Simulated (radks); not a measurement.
Coulomb parameter of the 4d shell of the silver ion Ag+ in the model configuration [Kr] 4d9 5s1, as a second difference U = [E(n + 0.25) + E(n - 0.25) - 2 E(n)] / (0.25)^2 with all orbitals relaxed. "Bare": the charge of the atom changes with n. "Screened": the 5s shell takes up the change at fixed total charge, which measures U(4d,4d) + U(5s,5s) - 2 U(4d,5s). All-electron calculation, scalar-relativistic Kohn-Sham, SCAN, spin-unpolarised, spherical densities, finite nucleus; meta-GGA in the generalised Kohn-Sham scheme; Fermi nuclear charge, rms radius 4.5454 fm. Program: a radial shooting solver on a logarithmic mesh with Libxc functionals.

| case | configuration | E - E(n) (eV) |
|---|---|---|
| start | [Kr] 4d9 5s1 | 0.000 |
| bare +0.25 | [Kr] 4d9.25 5s1 | -4.484 |
| bare -0.25 | [Kr] 4d8.75 5s1 | 5.297 |
| screened +0.25 | [Kr] 4d9.25 5s0.75 | -1.656 |
| screened -0.25 | [Kr] 4d8.75 5s1.25 | 1.770 |

U(bare) = 13.004 eV, U(screened by 5s) = 1.817 eV, against the Slater integral F0(4d,4d) = 18.640 eV with frozen orbitals.
